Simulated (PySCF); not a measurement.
Trend along group 12: MNa cations

CCSD(T) with double-zeta basis sets in PySCF, for the lowest determinant that a PBE0 search found; no spin–orbit coupling. De refers to high-spin ground-configuration atoms (the charge goes to the atom of lower measured ionisation energy or higher electron affinity, which is not always the lowest computed limit).

```json
{"M": "Zn", "basis": "6-31G(d,p)", "reference, frozen orbitals": "RHF, 6", "charged atom": "Na+", "state (unpaired electrons)": "singlet (closed shell)", "Re (Å)": "2.796", "ωe (cm⁻¹)": "190", "De (eV)": "0.69"}
{"M": "Cd", "basis": "def2-SVP", "reference, frozen orbitals": "RHF, 1", "charged atom": "Na+", "state (unpaired electrons)": "singlet (closed shell)", "Re (Å)": "3.197", "ωe (cm⁻¹)": "115", "De (eV)": "0.39"}
{"M": "Hg", "basis": "def2-SVP", "reference, frozen orbitals": "RHF, 1", "charged atom": "Na+", "state (unpaired electrons)": "singlet (closed shell)", "Re (Å)": "3.148", "ωe (cm⁻¹)": "108", "De (eV)": "0.32"}
```

The shortest bond is that of NaZn⁺ (2.796 Å), the longest that of NaCd⁺ (3.197 Å).

The rows differ in basis set, which adds steps of its own.

Down a group the atoms grow and get heavier, so bonds lengthen and wavenumbers fall; the exceptions here are the shorter bond at Hg. Relativity and the filled 4f shell contract the atoms of the sixth period.

Correlated steps freeze the inner cores (1 to 6 orbitals); shallow outer-core shells are correlated. Weak bonds: NaCd⁺, NaHg⁺. Basis-set superposition, not corrected here, can be much of De in a small basis, most of all at correlated wavefunction levels. Spin–orbit coupling is left out. For an ion De counts to the pair picked by the measured ionisation energies or electron affinities, which need not be the lowest pair at this level.
